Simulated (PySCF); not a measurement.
## Stretching BeAl

Set-up: PySCF, no relativity, basis sets Be aug-cc-pVDZ, Al aug-cc-pV(D+d)Z. Energies in eV from Be + Al in their ground configurations at the same level. State: ²Π (doublet), unpaired electrons π ↑.

```json
{"R (Å)": "2.084", "BHandHLYP": "-0.0786", "PBE0": "-0.4246", "UHF-MP2": "-0.0157"}
{"R (Å)": "2.181", "BHandHLYP": "-0.2741", "PBE0": "-0.6230", "UHF-MP2": "-0.2390"}
{"R (Å)": "2.278", "BHandHLYP": "-0.3837", "PBE0": "-0.7328", "UHF-MP2": "-0.3687"}
{"R (Å)": "2.350", "BHandHLYP": "-0.4250", "PBE0": "-0.7723", "UHF-MP2": "-0.4185"}
{"R (Å)": "2.423", "BHandHLYP": "-0.4409", "PBE0": "-0.7841", "UHF-MP2": "-0.4366"}
{"R (Å)": "2.496", "BHandHLYP": "-0.4383", "PBE0": "-0.7753", "UHF-MP2": "-0.4306"}
{"R (Å)": "2.593", "BHandHLYP": "-0.4155", "PBE0": "-0.7406", "UHF-MP2": "-0.3992"}
{"R (Å)": "2.714", "BHandHLYP": "-0.3699", "PBE0": "-0.6744", "UHF-MP2": "-0.3438"}
{"R (Å)": "2.859", "BHandHLYP": "-0.3069", "PBE0": "-0.5796", "UHF-MP2": "-0.2759"}
{"R (Å)": "3.053", "BHandHLYP": "-0.2278", "PBE0": "-0.4520", "UHF-MP2": "-0.2004"}
```

Problem. Put a parabola through the three lowest points of the BHandHLYP curve and estimate Re, k and ωe (reduced mass 6.756 u; 1 eV/Å² = 0.16022 mdyn/Å; ωe = 1302.8·√(k/μ) cm⁻¹).

Solution. Through R = 2.35, 2.423, 2.496 Å the second-order coefficient is 1.74 eV/Å², so Re ≈ 2.449 Å, k ≈ 0.556 mdyn/Å and ωe ≈ 374 cm⁻¹. A polynomial fit of higher order to the unrounded BHandHLYP energies gives Re = 2.446 Å, k = 0.499 mdyn/Å, ωe = 354 cm⁻¹; anharmonicity and rounding make the difference.

The higher-order fit for each curve: BHandHLYP: Re = 2.446 Å, ωe = 354 cm⁻¹, De = 0.442 eV; PBE0: Re = 2.425 Å, ωe = 395 cm⁻¹, De = 0.78 eV; UHF-MP2: Re = 2.439 Å, ωe = 410 cm⁻¹, De = 0.437 eV.

Correlated steps freeze 5 core orbitals. Correlated levels converge slowly with the basis: in double zeta they bind strong bonds too weakly, by up to about 1 eV, and carry superposition errors of some tenths. The state is the lowest determinant that a PBE0 search found; another state may lie lower at other levels.
